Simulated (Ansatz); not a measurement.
Basis-set extrapolation for `B[SiH2][SiH2][SiH2]Cl` (PBE0-D4/def2-TZVP geometry, frozen core, the Gaussian-basis code of Ansatz). Multiplicity 1, RHF reference.

```tsv
	def2-TZVPP	def2-QZVPP
HF	-1355.692778	-1355.733180
MP2 correlation	-0.682827	-0.737131
CCSD(T) correlation	-0.798992	not run
```

Energies in hartree. Use E(X) = E(∞) + A·exp(−7.88·√X) for Hartree–Fock and E(X) = E(∞) + B·X^(−2.97) for correlation, with X = 3 and 4, and add CCSD(T) minus MP2 of the smaller set to the MP2 limit.

Q: What is the CCSD(T) energy at the basis-set limit?

A: HF limit: -1355.733180 + (-0.040402) × 0.13774 = -1355.73874. MP2 limit: -0.737131 + (-0.054304) × 0.74074 = -0.77736. Higher-order term: -0.798992 − (-0.682827) = -0.11617. Total: -1356.63227 hartree, 3.82 eV below CCSD(T)/def2-TZVPP.
